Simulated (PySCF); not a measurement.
# Ho(III) with more and more SH

Computed with PySCF 2.14.0, PBE0, def2-SVP on the ligands, density fitting, scalar-relativistic core potentials, no spin-orbit coupling, vacuum. The metal has lcecp-1-SVP with ECP56. Each complex is relaxed within the symmetry of its template. Distances are means of the shortest metal–ligand contacts, charges and spins Mulliken's; removal energies are rigid, with the ligand's formal charge and no counterpoise, so too large; for an anion taken off a cation in vacuum most of it is the attraction of opposite charges, and multiply charged cations can part far more cheaply with an electron moved from ligand to metal. lcecp potentials hold a fixed number of 4f electrons in the core, out of states, spins and gaps.

```csv
complex,point group,M–SH (Å),charge on M (e),dipole (D),removal of one SH (eV),"strongest infrared band, degenerate modes summed (cm⁻¹)",unstable modes (below −25 cm⁻¹)
[Ho(SH)2]+,nearly C2v,2.464,1.08,–,14.61,397,0
[Ho(SH)4]−,S4,2.639,0.56,–,4.65,–,not given
```

**Question.** What does the calculation give for Ho(SH)3?

**Answer.** point group: C3h, M–SH (Å): 2.564, charge on M (e): 0.82, dipole (D): 0.03, removal of one SH (eV): 9.21, strongest infrared band, degenerate modes summed (cm⁻¹): 316, unstable modes (below −25 cm⁻¹): 0.
```xyz
7

Ho    0.0000    0.0000    0.9128
S     2.5299    0.4175    0.9216
H     2.8470   -0.9001    0.9361
S    -1.6265    1.9822    0.9216
H    -0.6441    2.9156    0.9361
S    -0.9034   -2.3997    0.9216
H    -2.2030   -2.0156    0.9361
```

The more ligands, the longer each bond and the weaker the last ligand is held.

Moved off a saddle point of the template and relaxed again: Ho(SH)3, [Ho(SH)4]−. One start shape was tried for each, so a minimum needn't be the lowest isomer.
